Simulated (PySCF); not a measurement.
Species: C₂H₈BClO.
SMILES: `C[O+](C)[BH2-]Cl`

A PySCF run (density fitting, gas phase, GFN2-xTB geometry) gave HOMO -5.95 eV, LUMO 0.27 eV, dipole 5.25 D.

Problem. Which of these levels was it?
A. PBE0/pcSseg-1
B. PBE0/STO-3G
C. B97-D/pcSseg-1
D. PBE0/def2-SVPD

Solution. C. It is B97-D/pcSseg-1. All candidates on this geometry:

```tsv
level and settings	kind	basis functions	SCF cycles	E (Eh)	HOMO (eV)	LUMO (eV)	dipole (D)
B97-D/pcSseg-1	GGA	132	13	-641.1723	-5.95	0.27	5.25
PBE0/def2-SVPD	global hybrid	174	12	-640.6839	-7.40	0.34	5.10
PBE0/pcSseg-1	global hybrid	132	12	-640.9011	-7.32	1.03	5.35
PBE0/STO-3G, grid level 3, start guess huckel	global hybrid	37	9	-633.7189	-5.00	5.22	5.85
```

The nearest other candidate, by the summed differences of HOMO and LUMO, is PBE0/def2-SVPD: its HOMO differs by -1.45 eV and its LUMO by +0.07 eV. B97-D ran without the empirical dispersion term, which would shift the total energy alone. Cycle counts include a coarse-grid stage where the run had one.

Conformer computed: `[CH3:1][O+:2]([CH3:3])[BH2-:4][Cl:5]`: C1–O2–B4–Cl5 63°.
